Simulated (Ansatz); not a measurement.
All numbers were calculated with Ansatz.

A structure relaxed at PBE0-D4/def2-TZVP, charge 0, multiplicity 1:

```xyz
12

Si   -1.169   -0.928   -0.774
N     0.169    0.004   -0.095
Si    0.019    0.899    1.420
B     1.391    0.034   -0.782
Cl    2.770    0.945   -0.162
Cl    1.612   -0.837   -2.300
H    -2.312   -0.774    0.156
H    -0.802   -2.360   -0.874
H    -1.541   -0.401   -2.108
H    -1.364    0.685    1.908
H     0.244    2.346    1.190
H     0.983    0.386    2.421
```

(1) Give its formula and SMILES.

(2) Point group (tolerance 0.08 Å, 0.16 Å for H)?

(3) Summarise the bond lengths by kind.

Results:

(1) BCl2H6NSi2, `[SiH3]N([SiH3])B(Cl)Cl`.

(2) C2v.

(3) 2 × N–Si 1.766 Å; 6 × H–Si 1.482 Å; 1 × B–N 1.402 Å; 2 × B–Cl 1.765 Å.
